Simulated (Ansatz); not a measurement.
Reaction (formal exchange of groups at the Si–O bond): `[SiH3][O][Ga]([Br])[Br]` + `[OH][GeH2][SiH3]` → `[OH][GeH]([SiH3])[SiH3]` + `[OH][Ga]([Br])[Br]`

Gas-phase electronic energies from Ansatz, PBE0-D4/def2-TZVP geometries. CCSD(T)/CBS is the MP2 limit (def2-TZVPP, def2-QZVPP) plus CCSD(T) − MP2 in def2-TZVPP, frozen cores. DFT in def2-TZVPP. B3LYP here is the variant with VWN-RPA as its local correlation; programs differ in this. HSE06 is defined as in plane-wave codes. For Br, Ga, Ge outer-core shells are correlated without core-valence functions, which leaves a few kJ/mol of doubt a bond. Scalar relativity is left out up to krypton. Each species was taken in one conformer, which may not be the lowest.

`[SiH3][O][Ga]([Br])[Br]`:

Cartesian coordinates in Å:
```
Si -0.961 -0.170 1.093
O -0.503 -0.029 -0.477
Ga 0.984 0.190 -1.389
Br 0.851 0.309 -3.636
Br 2.960 0.343 -0.298
H -1.157 1.177 1.691
H -2.241 -0.920 1.132
H 0.066 -0.900 1.884
```

`[OH][GeH2][SiH3]`:

Z-matrix (Å, degrees):
```
Ge
Si 1 2.389
O 1 1.791 2 109.9
H 1 1.536 2 113.0 3 115.2
H 1 1.546 2 111.3 3 -121.0
H 2 1.488 1 110.2 3 177.8
H 2 1.488 1 109.3 3 58.3
H 2 1.486 1 110.4 3 -61.5
H 3 0.960 1 112.4 2 -65.1
```

`[OH][GeH]([SiH3])[SiH3]`:

Cartesian coordinates in Å:
```
O 0.003 2.156 0.128
Ge 0.110 0.421 0.591
Si -2.084 -0.424 0.211
Si 1.800 -0.648 -0.723
H 0.813 2.633 0.321
H 0.491 0.333 2.091
H -2.106 -1.866 0.574
H -2.433 -0.283 -1.226
H -3.079 0.304 1.040
H 3.092 0.077 -0.579
H 1.408 -0.649 -2.157
H 1.984 -2.053 -0.269
```

`[OH][Ga]([Br])[Br]`:

Z-matrix (Å, degrees):
```
Ga
O 1 1.767
Br 1 2.255 2 118.3
Br 1 2.270 2 120.3 3 -180.0
H 2 0.961 1 112.8 3 -180.0
```

| level | ΔE (kcal/mol) | difference from CCSD(T)/CBS |
| --- | --- | --- |
| LDA (SPW92) | 14.0 | -4.9 |
| PBE-D4 | 13.1 | -5.8 |
| revPBE-D4 | 13.2 | -5.7 |
| BLYP-D4 | 17.0 | -1.9 |
| r2SCAN-D4 | 17.5 | -1.4 |
| B97M-V | 19.5 | 0.6 |
| PBE0-D4 | 15.4 | -3.5 |
| B3LYP-D4 | 18.7 | -0.2 |
| r2SCAN0-D4 | 18.5 | -0.4 |
| HSE06-D4 | 15.4 | -3.5 |
| BHLYP-D4 | 21.8 | 2.9 |
| CAM-B3LYP-D4 | 20.6 | 1.7 |
| ωB97X-V | 18.9 | 0.0 |
| ωB97M-V | 19.1 | 0.2 |
| B2PLYP | 19.9 | 1.0 |
| PBE-QIDH | 18.5 | -0.4 |
| PBE | 13.2 | -5.7 |
| r2SCAN | 17.5 | -1.4 |
| PBE0 | 15.5 | -3.4 |
| B3LYP | 18.8 | -0.1 |
| r2SCANh | 17.9 | -1.0 |
| r2SCAN0 | 18.5 | -0.4 |
| HSE06 | 15.4 | -3.5 |
| BHLYP | 21.9 | 3.0 |
| CAM-B3LYP | 20.6 | 1.7 |
| LC-ωPBE | 17.8 | -1.1 |
| RPA@PBE/def2-TZVPP | 19.8 | 0.9 |
| HF/def2-SVP | 24.5 | 5.6 |
| MP2/def2-SVP | 20.1 | 1.2 |
| CCSD/def2-SVP | 19.8 | 0.9 |
| CCSD(T)/def2-SVP | 19.2 | 0.3 |
| HF/def2-TZVPP | 26.0 | 7.1 |
| CCSD/def2-TZVPP | 20.3 | 1.4 |
| CCSD(T)/def2-TZVPP | 19.5 | 0.6 |
| HF/def2-QZVPP | 26.7 | 7.8 |
| MP2/def2-QZVPP | 20.3 | 1.4 |
| SCS-MP2/def2-QZVPP | 21.8 | 2.9 |
| HF/CBS(def2) | 26.8 | 7.9 |
| MP2/CBS(def2) | 19.9 | 1.0 |
| CCSD/CBS(def2) | 19.8 | 0.9 |
| CCSD(T)/CBS | 18.9 | 0 |

Largest T1 diagnostic among the species: 0.013.

In def2-TZVPP, CCSD(T) changes the Hartree–Fock value by −6.6 kcal/mol (the triples alone add −0.9 kcal/mol) and MP2 by −5.7 kcal/mol. From PBE to PBE0 (25 % exact exchange), in def2-TZVPP and without D4, ΔE moves by +2.3 kcal/mol. Leaving LDA and LC-ωPBE aside and taking each functional with its dispersion term where it has one, the values spread over 8.7 kcal/mol, from PBE-D4 to BHLYP-D4. LDA lies +0.8 kcal/mol from PBE without D4.
